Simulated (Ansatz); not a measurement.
`NC[SiH](F)Br` + `CC` → `CC[SiH](F)Br` + CH₃NH₂  (formal exchange of groups at the Si–C bond)

Isolated molecules relaxed with PBE0-D4/def2-TZVP in Ansatz; ΔE leaves out vibrations. CBS: MP2 limit from def2 TZ/QZ plus the TZ coupled-cluster correction, frozen cores. This one scheme is used for every species. For Br outer-core shells are correlated without core-valence functions, which leaves a few kJ/mol of doubt a bond. Scalar relativity is left out up to krypton. Each species was taken in one conformer, which may not be the lowest.

```
       species  HF/def2-TZVPP energy (Eh)
`NC[SiH](F)Br`                -3056.22970
          `CC`                  -79.26175
`CC[SiH](F)Br`                -3040.23809
        CH₃NH₂                  -95.25712
```

**Question.** Work out ΔE.

**Answer.** ΔE = (-3040.23809) + (-95.25712) − (-3056.22970) − (-79.26175) = -0.00376 Eh = -2.4 kcal/mol. CCSD(T)/CBS gives -1.6 kcal/mol.

Largest T1 diagnostic among the species: 0.009.
